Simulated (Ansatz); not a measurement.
Species: Si₂H₄F₂, charge 0, singlet. Si2H4F2 (difluoro(silyl)silane, SMILES F[SiH](F)[SiH3]).
B3LYP-D3(BJ)/def2-TZVP minimum from Ansatz (a first-principles code):
```
Si
F 1 1.6000
F 1 1.6000 2 107.00
H 1 1.4770 2 107.20 3 114.74
Si 1 2.3448 4 116.07 2 -122.70
H 5 1.4806 1 109.96 4 180.00
H 5 1.4818 6 109.76 1 -119.97
H 5 1.4818 6 109.76 7 -120.06
```

Atomisation energy term by term, kcal/mol (programs: Ansatz). Open shells are spin-unrestricted; no spin-orbit coupling. Cores are frozen in correlated methods. Rows without X2C or -DK are non-relativistic. CBS(X,Y): correlation extrapolated as X^-3, Hartree-Fock from the larger set. A bracket is a step between two methods taken in the basis named. 'core' is core correlation in cc-pwCVTZ (1s frozen past Ne), 'X2C' scalar relativity in cc-pVTZ-DK, both at CCSD(T). For partners of very few electrons the exact lower level stands in for a higher one.

| term | basis | kcal/mol |
|---|---|---|
| Hartree-Fock | cc-pV(Q+d)Z | 499.48 |
| CCSD correlation | CBS(cc-pV(T+d)Z,cc-pV(Q+d)Z) | 148.62 |
| (T) | CBS(cc-pV(T+d)Z,cc-pV(Q+d)Z) | 8.02 |
| CCSDT(Q) - CCSD(T) | cc-pV(D+d)Z | 0.60 |
| core correlation | cc-pwCVTZ | -0.16 |
| scalar relativity | X2C, cc-pVTZ-DK | -1.81 |
| sum: De |  | 654.7 |
